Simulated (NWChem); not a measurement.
System: C3H4Cl2Si; SMILES C#C[Si](C)(Cl)Cl

Results from NWChem. Structure relaxed at the PBE0/def2-SVP level. Level: PBE0/def2-SVP with SMD (1 M gas to 1 M solution), gas-phase geometry. Reactions with the solvent are ignored.

For solvent water:

| Item | Value |
|---|---|
| solvation free energy (kcal/mol) | 0.2 |
| cavity-dispersion-structure term (kcal/mol) | 5.3 |
| dipole in solution (D) | 3.07 |

Task: Estimate the same quantities for solvent toluene.

Result: 
| Item | Value |
|---|---|
| solvation free energy (kcal/mol) | -3.8 |
| cavity-dispersion-structure term (kcal/mol) | -1.0 |
| dipole in solution (D) | 2.74 |
